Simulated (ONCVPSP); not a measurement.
## Before and after: ONCV potential for In (Z = 49)

ONCVPSP 4.0.1 input, shortened (lines: element, Z, core and valence counts, functional; n l f; lmax; l rc ep ncon nbas qcut; lloc lpopt rc5 dvloc0; l nproj debl; icmod fcfact rcfact), LDA (Perdew-Wang 92), scalar-relativistic:

```
  In 49.00    9    1  -001012      upf
    1    0    2.00
    2    0    2.00
    2    1    6.00
    3    0    2.00
    3    1    6.00
    3    2   10.00
    4    0    2.00
    4    1    6.00
    4    2   10.00
    5    0    1.50
    2
    0    1.75    0.00    4    7    3.10
    1    1.75    0.15    3    7    4.20
    2    1.30    0.09    4    8    8.70
    4    5    1.25    3.00
    0    1    2.90
    1    3    2.10
    2    2    3.70
    1    0.40    0.00
```

In the p channel the program set the typed energies aside and used 0.050, 2.150, 4.250 Ha.

Change: s: rc 2.12.

Cutoffs: the cutoffs (Ha) at which the residual kinetic energy of the hardest occupied pseudo-wave falls to 1 and 0.1 mHa per electron; they do not see the model core or the augmentation charge, which bear on the density cutoff. Errors are all-electron minus pseudo energies relative to the spin-unpolarised reference configuration.

How do hardness, ghosts and transferability respond?

The potential gets softer (29 Ha and 40 Ha → 8.5 Ha and 22 Ha); both files keep a bound ghost (p, s); the errors of the 4 common tests hardly move. A larger radius leaves more room for a smooth pseudo-wave, so fewer plane waves are needed.

| quantity | base | changed |
| --- | --- | --- |
| cutoff, loose | 29 Ha | 8.5 Ha |
| cutoff, tight | 40 Ha | 22 Ha |
| bound ghosts | s, p | s, p |
| GHOST(+) flags under 300 eV | none | none |
| error for 5s2 5p1, meV [ΔE -14.31 eV] | -54 | -54 |
| error for 5s2, meV [ΔE -8.72 eV] | -15 | -15 |
| error for 5s1, meV [ΔE 10.93 eV] | -23 | -22 |
| error for 5s2 5p0.5, meV [ΔE -12.27 eV] | -36 | -36 |
| p: phases at 1.77 bohr within 0.05 rad from the reference energy up to (Ha; the scan ends near 5) | to the end of the scan | to the end of the scan |
| d: phases at 1.32 bohr within 0.05 rad from the reference energy up to (Ha; the scan ends near 5) | to the end of the scan | to the end of the scan |
| rms error of d²Exc/dni dnj with the model core, mHa | 5.84 | 6.00 |

 A true bound ghost makes a file unfit for plane-wave use even where its test errors are small: the radial tests pick states by their node count and pass the ghost by.
